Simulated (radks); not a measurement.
Question: Successive ionisation energies (eV) of one element, from differences of total energies of ions in their ground configurations, starting at charge 0: 4.359, 31.685, 46.625, 62.742, 79.903, 98.432, 117.41, 155.97, 176.37, 505.06, 570.27, 638.13, 708.47, 785.12, 860.09, 969.64, 1031.9, 4639.8, 4907.8. Method: Dirac Kohn-Sham, BLYP, spin-unpolarised, spherical densities, finite nucleus; open shells fill j = l - 1/2 first; Fermi nuclear charge, rms radius 3.4349 fm; computed with a radial shooting solver on a logarithmic mesh with Libxc functionals. Which element is it?

Answer: Potassium (Z = 19). The first species listed is K in [Ar] 4s1, the last K18+ in 1s1.
